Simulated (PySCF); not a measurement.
Ga(I)(OH)2 (GaH₂IO₂), SMILES [OH][Ga]([I])[OH]. The structure is a stationary point at B3LYP-D3(BJ)/def2-SVP. The structure was generated by enumeration; whether it is a known compound was not checked. The def2 effective core potentials stand for the cores of I; spin–orbit coupling is left out. Other conformers were not sampled.

Computed with B3LYP-D3(BJ)/def2-SVP (PySCF 2.14.0).

Harmonic wavenumbers (cm⁻¹): 118, 159, 170, 251, 321, 344, 686, 733, 811, 841, 3826, 3845. Rotational constants (GHz): 6.189, 1.083, 0.9216; symmetry number 1.

Problem. Work out the zero-point energy and the ideal-gas rigid-rotor harmonic-oscillator thermochemistry at 298.15 K and 1 atm.

Solution. ZPE = ½ Σ hcν = ½ × 12106 cm⁻¹ = 72.41 kJ/mol. H − E(el) = 91.64 kJ/mol. Entropy in J/(mol K): translation 176.60, rotation 118.59, vibration 55.73, total 350.92. G − E(el) = -12.99 kJ/mol. Cp = 89.86 J/(mol K). Modes under 150 cm⁻¹ make the vibrational entropy uncertain.
